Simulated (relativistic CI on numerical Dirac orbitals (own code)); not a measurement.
**Cd²⁴⁺: sensitivity of the levels to the model**

Base calculation: Dirac-Coulomb-Breit CI, KLI orbitals optimised for each configuration, QED by a radiative potential, unscaled Slater integrals.

Configuration list (outside the closed core [Ne]): 3s2.3p6.3d6, 3s2.3p5.3d7, 3s2.3p4.3d8, 3s.3p6.3d7, 3p6.3d8, 3s.3p5.3d8, 3s2.3p6.3d5.4s, 3s2.3p6.3d5.4p, 3s2.3p6.3d5.4d, 3s2.3p4.3d7.4s, 3s2.3p6.3d5.4f, 3s2.3p5.3d6.4s, 3s2.3p6.3d4.4s2, 3s2.3p6.3d5.5s, 3s.3p6.3d6.4s, 3s2.3p6.3d5.5p. Levels of other configurations are missing.

Variants: (1) QED terms removed; (2) non-relativistic limit. Shifts of the energy above 3s2.3p6.3d6 5D_4, in cm⁻¹, for the lowest level and the first level of each name with at least 55 % of one term (blank where a level changes its place among those of its configuration and J or its character, or is not in the variant):

| Level | Base | Δ(1) | Δ(2) |
| --- | --- | --- | --- |
| 3s2.3p6.3d6 5D_4 | 0 | 0 | 0 |
| 3s2.3p6.3d6 5D_3 | 38141 | -146 | -38141 |
| 3s2.3p6.3d6 5D_0 | 53656 | -117 | -53656 |
| 3s2.3p6.3d6 5D_1 | 53964 | -158 | -53964 |
| 3s2.3p6.3d6 3H_6 | 107898 | -112 | -19991 |
| 3s2.3p6.3d6 3F_2 | 128286 | -122 | -36609 |
| 3s2.3p6.3d6 1S_0 | 149160 | -197 |  |
| 3s2.3p6.3d6 3G_4 | 165745 | -206 | -59791 |
| 3s2.3p6.3d6 3D_1 | 165960 | -195 |  |
| 3s2.3p6.3d6 3D_2 | 167715 | -168 | -36592 |
| 3s2.3p6.3d6 3D_3 | 181218 | -226 |  |
| 3s2.3p6.3d6 3G_3 | 185869 | -285 |  |
| 3s2.3p6.3d6 1I_6 | 192152 | -276 | -59894 |
| 3s2.3p6.3d6 3P_1 | 202043 | -384 |  |
| 3s2.3p6.3d6 3P_0 | 202832 | -61 |  |
| 3s2.3p6.3d6 1F_3 | 212535 | -116 | -28472 |
| 3s2.3p6.3d6 1G_4 | 224045 | -350 | -94011 |
| 3s2.3p6.3d6 1D_2 | 227586 | -276 | -75169 |
| 3s2.3p6.3d6 3F_4 | 272020 | -270 |  |
| 3s2.3p6.3d6 3P_2 | 310901 | -390 |  |
| 3s2.3p5.3d7 5G°_6 | 1439444 | +558 | -57867 |
| 3s2.3p5.3d7 3D°_3 | 1496529 | +591 |  |

At this charge energies of transitions that change n are usually good to better than 1 %, and those within a shell (Δn = 0) to a few per cent. Terms inside the open d or f shell come out 10 to 20 % too wide with unscaled integrals.

Ionisation energy from the two ground configurations alone: base 1236.71 eV. The NIST ASD value (theoretical) is 1237 eV.

LS names give the leading component of a level, which can be under half, so a name can repeat, a term be missing and a line seem to break the LS rules.
